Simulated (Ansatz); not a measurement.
Cost and result for the atomization energy of `FC1[CH2][SnH2][CH2]1` (12 atoms, 12 bonds).

```xyz
12

F     1.979    0.404    1.178
C     0.708   -0.030    0.810
C     0.731   -0.923   -0.427
Sn   -1.266   -0.210   -0.863
C    -0.237    1.125    0.496
H     0.323   -0.598    1.665
H     1.401   -0.509   -1.184
H     0.971   -1.969   -0.253
H    -1.601    0.343   -2.438
H    -2.568   -1.110   -0.231
H     0.271    1.881   -0.107
H    -0.713    1.594    1.354
```

The species carries charge 0 and has multiplicity 1. Correlated methods include outer-core shells of Sn, which these sets cover unevenly. Sn takes the def2 core potential. All single points use the PBE0-D4/def2-TZVP geometry. Program: Ansatz. All runs use 4 threads of an AMD EPYC on a shared host. Times are those of one run each, without the atoms' runs, and a repeat can differ threefold. Electronic energies, without spin–orbit coupling; frozen cores. CCSD(T)/CBS adds CCSD(T) − MP2 in def2-TZVPP to the MP2 limit, and its time is that of the two runs behind it. T1 = 0.012. With those shells the extrapolation isn't a true limit. B3LYP takes the VWN-RPA correlation (the form of Gaussian; ORCA's B3LYP/G).

CCSD(T)/CBS is a level of theory with its own doubt, some kJ/mol a heavy atom from the limit and from the frozen cores, so smaller differences don't rank the functionals.

```
                             level  functions  wall time  atomization (kcal/mol)  difference from CCSD(T)/CBS  per bond
   PBE-D4/def2-TZVPP (with forces)        272       19 s                  1040.2                         16.4       1.4
                PBE0-D4/def2-TZVPP        272       20 s                  1023.6                         -0.2       0.0
r2SCAN-D4/def2-TZVPP (with forces)        272       26 s                  1021.4                         -2.4      -0.2
 B3LYP-D4/def2-TZVPP (with forces)        272       34 s                  1014.7                         -9.1      -0.8
                ωB97X-V/def2-TZVPP        272       36 s                  1024.3                          0.5       0.0
                 B2PLYP/def2-TZVPP        272       43 s                  1005.3                        -18.5      -1.5
  ωB97M-V/def2-TZVPP (with forces)        272       53 s                  1021.1                         -2.7      -0.2
                    MP2/def2-QZVPP        520    2.6 min                  1024.0                          0.2       0.0
                CCSD(T)/def2-TZVPP        272    6.4 min                   998.7                        -25.1      -2.1
                 CCSD(T)/CBS(def2)          –      9 min                  1023.8                          0.0       0.0
```

The D4 term adds +9.9 kcal/mol with B3LYP and +5.1 kcal/mol with PBE0; it sums over pairs of atoms, weighted by their polarisabilities, and B3LYP, whose exchange is more repulsive, gets the larger term. In def2-TZVPP, CCSD(T) changes the Hartree–Fock value by +263.5 kcal/mol (the triples alone add +16.2 kcal/mol) and MP2 by +273.9 kcal/mol; breaking electron pairs costs correlation energy, which Hartree–Fock lacks. From PBE to PBE0 (25 % exact exchange), in def2-TZVPP and without D4, the atomization energy moves by −15.6 kcal/mol: exact exchange takes away binding that semilocal exchange gives to molecules.

Spin–orbit coupling would lower the free Sn atoms strongly, and the atomization energy with them, by more than many differences here. For some Ge, Se and Sn compounds the MP2-based and the directly extrapolated limit differ by 10 to 25 kJ/mol.
